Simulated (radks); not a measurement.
Question: Isoelectronic series with 53 electrons, all held in the configuration [Kr] 4d10 5s2 5p5, which need not be the ground one along the series. Method: scalar-relativistic Kohn-Sham, LDA (Slater exchange, Perdew-Wang correlation), spin-unpolarised, spherical densities, point nucleus; computed with a radial shooting solver on a logarithmic mesh with Libxc functionals. Total energies (hartree) and orbital eigenvalues (eV):

| ion | E (hartree) | 5p | 5s |
|---|---|---|---|
| I | -7110.61208 | -7.2388 | -17.6520 |
| Xe+ | -7440.89551 | -17.1793 | -29.3332 |
| Cs2+ | -7779.8113 | -28.9564 | -42.8883 |
| Ba3+ | -8127.3873 | -42.3474 | -58.0906 |
| La4+ | -8483.6602 | -57.2300 | -74.8206 |
| Ce5+ | -8848.6727 | -73.5267 | -93.0056 |
| Pr6+ | -9222.4720 | -91.1852 | -112.5978 |
| Nd7+ | -9605.1090 | -110.1677 | -133.5646 |
| Pm8+ | -9996.6384 | -130.4464 | -155.8829 |
| Sm9+ | -10397.1178 | -152.0002 | -179.5364 |
| Eu10+ | -10806.6076 | -174.8128 | -204.5137 |
| Gd11+ | -11225.1716 | -198.8714 | -230.8067 |
| Tb12+ | -11652.8761 | -224.1659 | -258.4106 |
| Dy13+ | -12089.7903 | -250.6886 | -287.3223 |
| Ho14+ | -12535.9864 | -278.4333 | -317.5410 |
| Er15+ | -12991.5395 | -307.3951 | -349.0673 |
| Tm16+ | -13456.5277 | -337.5704 | -381.9030 |
| Yb17+ | -13931.0321 | -368.9566 | -416.0513 |
| Lu18+ | -14415.1372 | -401.5517 | -451.5161 |
| Hf19+ | -14908.9304 | -435.3546 | -488.3025 |
| Ta20+ | -15412.5030 | -470.3647 | -526.4165 |
| W21+ | -15925.9494 | -506.5820 | -565.8647 |
| Re22+ | -16449.3679 | -544.0068 | -606.6546 |

Estimate the row of Os23+.

Answer: E (hartree) -16982.8606; 5p -582.6399; 5s -648.7945.
